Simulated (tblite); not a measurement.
Compound: C5H4FO2 (doublet state).
Structure used (GFN2-xTB), in Å, numbered top down from 1:
```
atom  x, y, z in Å
O1    -0.3290    2.3276   -0.4886
C2    -0.0685    1.2087   -0.1042
C3     1.2412    0.6327    0.0428
C4     1.4188   -0.7125    0.0363
O5     0.4172   -1.5825   -0.1805
C6    -0.8232   -1.1262   -0.1504
F7    -1.6618   -1.8539   -0.9047
C8    -1.2036    0.2196    0.2895
H9     2.0926    1.2895    0.0720
H10    2.3721   -1.2053    0.1343
H11   -1.3017    0.2795    1.3825
H12   -2.1529    0.5220   -0.1550
```

All values are computed: GFN2-xTB (tblite) harmonic vibrations without scaling, gas phase. Errors from tens to a few hundred cm⁻¹ against measured bands are possible. One conformer, not necessarily the lowest. Open shells enter through the occupations alone, without spin polarisation, and single modes of such species can be off by tens of per cent.

Harmonic wavenumbers (cm⁻¹): 66.8, 150.5, 269.2, 348.3, 396.6, 445.8, 457.3, 501.0, 582.2, 739.6, 757.5, 815.4, 823.3, 877.9, 927.7, 1041.3, 1072.6, 1106.2, 1185.4, 1205.8, 1270.9, 1308.8, 1350.7, 1419.1, 1548.5, 1719.4, 2864.4, 3004.8, 3111.7, 3137.2.

A = 3551, B = 1925, C = 1336 MHz; mass 115.020 u (most abundant isotopes); point group C1, symmetry number 1; spin multiplicity 2.

Zero-point energy?

½Σν̃ = 17253 cm⁻¹ = 49.33 kcal/mol.

What is S at 400 K and 1 bar for an ideal gas of classical rigid rotors and harmonic oscillators?

Translation 41.62, rotation 28.83, vibration 21.64, spin (R ln 2) 1.38: S = 93.5 cal/(mol K).

And Cp and H(400 K) − H(0)?

Cp = 34.21 cal/(mol K), of which vibrations give 26.26 (their classical limit is 30 R = 59.6); H(400 K) − H(0) = 8.09 kcal/mol without the zero-point energy, 4.91 from vibrations.

Which modes carry the vibrational entropy at 400 K?

66.8 cm⁻¹: 4.83; 150.5 cm⁻¹: 3.23; 269.2 cm⁻¹: 2.13; 348.3 cm⁻¹: 1.66; 396.6 cm⁻¹: 1.44; 445.8 cm⁻¹: 1.25 cal/(mol K); the other 24 give 7.10 together.

How do the functions run with temperature in this model?

```json
{"T (K)": "50", "S (cal/(mol K))": "56.4", "Cp (cal/(mol K))": "10.0", "H − H(0) (kcal/mol)": "0.44", "G − H(0) (kcal/mol)": "-2.38", "ln q(vib)": "0.17"}
{"T (K)": "100", "S (cal/(mol K))": "64.1", "Cp (cal/(mol K))": "12.7", "H − H(0) (kcal/mol)": "1.00", "G − H(0) (kcal/mol)": "-5.41", "ln q(vib)": "0.64"}
{"T (K)": "298.15", "S (cal/(mol K))": "84.4", "Cp (cal/(mol K))": "27.3", "H − H(0) (kcal/mol)": "4.94", "G − H(0) (kcal/mol)": "-20.23", "ln q(vib)": "3.18"}
{"T (K)": "373.15", "S (cal/(mol K))": "91.1", "Cp (cal/(mol K))": "32.5", "H − H(0) (kcal/mol)": "7.19", "G − H(0) (kcal/mol)": "-26.82", "ln q(vib)": "4.30"}
{"T (K)": "500", "S (cal/(mol K))": "101.7", "Cp (cal/(mol K))": "39.7", "H − H(0) (kcal/mol)": "11.79", "G − H(0) (kcal/mol)": "-39.06", "ln q(vib)": "6.28"}
{"T (K)": "750", "S (cal/(mol K))": "119.8", "Cp (cal/(mol K))": "49.0", "H − H(0) (kcal/mol)": "22.99", "G − H(0) (kcal/mol)": "-66.82", "ln q(vib)": "10.17"}
{"T (K)": "1000", "S (cal/(mol K))": "134.7", "Cp (cal/(mol K))": "54.5", "H − H(0) (kcal/mol)": "35.98", "G − H(0) (kcal/mol)": "-98.68", "ln q(vib)": "13.85"}
```

q(vib) and H(0) count from the zero-point level.

Hindered rotation and anharmonicity are outside this model. Other conformers, if any are populated, would add a mixing term that is left out. The structure is chiral; the term R ln 2 for an equal mix with its mirror image is left out.
